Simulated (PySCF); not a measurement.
**Basis and Hamiltonian dependence of the electron affinity of W**

W⁻ [Xe] 4f14 5d5 6s2 (6S) → W [Xe] 4f14 5d4 6s2 (5D). Calculated with PySCF 2.14 from differences of total energies of unrestricted determinants, without spin-orbit coupling. Values in eV.

```
                                                            basis    Hamiltonian  functions    UHF    LDA   PBE0  MP2 (valence)  CCSD(T) (valence)  CCSD(T) (valence and next inner shell)
                                     aug-cc-pVDZ-PP with ECP60MDF            ECP         54  0.897  1.872  1.536          1.024              1.313                                     n/a
          def2-TZVPPD with the def2 core potential (60 electrons)            ECP         59  0.335  1.641  1.308          1.045              1.132                                   1.144
                                                     ANO-RCC-VDZP  spin-free X2C         68  0.549    n/a    n/a          0.791              0.817                                     n/a
                                   aug-cc-pwCVDZ-PP with ECP60MDF            ECP         70  0.871  1.873  1.534          1.036              1.325                                   1.273
          def2-QZVPPD with the def2 core potential (60 electrons)            ECP         84  0.531  1.692  1.370          1.077              1.225                                   1.237
                                     aug-cc-pVTZ-PP with ECP60MDF            ECP         88  0.892  1.868  1.527          0.961              1.345                                     n/a
                                                     ANO-RCC-VTZP  spin-free X2C        104  0.636  1.729  1.385          1.049              1.151                                     n/a
x2c-TZVPPall with one added diffuse shell each of s, p, d, f type  spin-free X2C        113  0.895  1.831  1.463          0.952              1.336                                     n/a
                                   aug-cc-pwCVTZ-PP with ECP60MDF            ECP        122  0.888  1.871  1.529          0.948                n/a                                     n/a
                                     aug-cc-pVQZ-PP with ECP60MDF            ECP        135  0.903  1.870  1.528          0.930                n/a                                     n/a
                                   aug-cc-pwCVQZ-PP with ECP60MDF            ECP        180  0.905  1.869  1.526          0.908                n/a                                     n/a
```

Extrapolation of MP2 (valence) from aug-cc-pVTZ-PP with ECP60MDF and aug-cc-pVQZ-PP with ECP60MDF: the correlation parts are 0.069 and 0.027 eV; with the X⁻³ form and unrounded values, (4³ × 0.027 − 3³ × 0.069)/(4³ − 3³) = -0.004 eV, and adding the Hartree-Fock value 0.903 eV of the larger basis gives 0.899 eV.

Extrapolation of MP2 (valence) from aug-cc-pwCVTZ-PP with ECP60MDF and aug-cc-pwCVQZ-PP with ECP60MDF: the correlation parts are 0.060 and 0.002 eV; with the X⁻³ form and unrounded values, (4³ × 0.002 − 3³ × 0.060)/(4³ − 3³) = -0.040 eV, and adding the Hartree-Fock value 0.905 eV of the larger basis gives 0.865 eV.

Frozen in the all-electron rows: valence: [Xe] 4f14; valence and next inner shell: [Kr] 4d10 4f14; with a core potential, the same shells as far as they lie outside it.

At UHF, def2-TZVPPD with the def2 core potential (60 electrons), ANO-RCC-VDZP, def2-QZVPPD with the def2 core potential (60 electrons) lie more than 0.3 eV from the median of the rows with comparable relativity. Of these, ANO-RCC-VDZP has no diffuse functions of the l that the added or promoted electron needs.

In most of these bases the highest occupied level of the anion is positive at UHF, LDA, PBE0, so the basis helps to hold the electron.

Between the lowest levels the reference is 0.817 eV (measured; photodetachment measurements, as compiled on the Wikipedia data page of electron affinities); it includes spin-orbit coupling, which these numbers lack.
